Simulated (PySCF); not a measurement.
# Magnetic susceptibility: SMILES C/C(=C/F)C(=O)F, C$_{4}$H$_{4}$F$_{2}$O

Molfile (atoms numbered from 1):
```
C4H4F2O
     RDKit          3D

 11 10  0  0  0  0  0  0  0  0999 V2000
   -1.2958    0.1596    0.2672 C   0  0  0  0  0  0  0  0  0  0  0  0
    0.1646    0.0571   -0.0395 C   0  0  0  0  0  0  0  0  0  0  0  0
    0.9111    1.1430   -0.2607 C   0  0  0  0  0  0  0  0  0  0  0  0
    2.2051    1.1050   -0.5397 F   0  0  0  0  0  0  0  0  0  0  0  0
    0.7708   -1.2812   -0.0945 C   0  0  0  0  0  0  0  0  0  0  0  0
    1.8870   -1.6104   -0.2957 O   0  0  0  0  0  0  0  0  0  0  0  0
   -0.1722   -2.2485    0.1341 F   0  0  0  0  0  0  0  0  0  0  0  0
   -1.6142    1.1975    0.2805 H   0  0  0  0  0  0  0  0  0  0  0  0
   -1.5075   -0.2919    1.2351 H   0  0  0  0  0  0  0  0  0  0  0  0
   -1.8731   -0.3832   -0.4795 H   0  0  0  0  0  0  0  0  0  0  0  0
    0.5296    2.1558   -0.2332 H   0  0  0  0  0  0  0  0  0  0  0  0
  1  2  1  0
  2  3  2  0
  3  4  1  0
  2  5  1  0
  5  6  2  0
  5  7  1  0
  1  8  1  0
  1  9  1  0
  1 10  1  0
  3 11  1  0
M  END
```

Theory: GIAO BHandHLYP/pcSseg-1 magnetisability, rotational g tensor and spin-rotation constants, non-relativistic, gas phase (PySCF). Geometry: GFN2-xTB.

(1) What are the magnetisability and the molar susceptibility?

(2) Split it along the inertial axes a, b, c into diamagnetic and paramagnetic parts about the centre of mass, with the quadrupole moment.

(3) And the rotational g tensor?

Results:

(1) Isotropic -835 × 10⁻³⁰ J/T², or -50.3 × 10⁻⁶ cm³/mol; principal values -949, -819, -738 × 10⁻³⁰ J/T², anisotropy 184 × 10⁻³⁰ J/T² (root of half the summed squared differences of the principal values). The susceptibility is in cgs units.

(2) 
```csv
axis,χ (10⁻⁶ cm³/mol),diamagnetic (10⁻⁶ cm³/mol),paramagnetic (10⁻⁶ cm³/mol),summed x² of all electrons (Å²),quadrupole Θ (D Å)
a,-46.7,-394.6,347.8,112.6,-1.46
b,-47.0,-518.1,471.0,83.5,-0.70
c,-57.1,-831.7,774.5,9.5,+2.16
```
Anisotropies 2χaa − χbb − χcc = +10.7 and 2χbb − χaa − χcc = +9.8 × 10⁻⁶ cm³/mol. Θ is traceless in Buckingham's convention.

(3) 
```csv
axis,rotational constant (GHz),g,nuclear part,electronic part
a,3.7856,-0.0405,0.5782,-0.6186
b,2.3968,-0.0258,0.5046,-0.5304
c,1.4811,-0.0100,0.5289,-0.5389
```
Asymmetric top; isotopes 12C, 19F, 1H, 16O; no vibrational averaging.
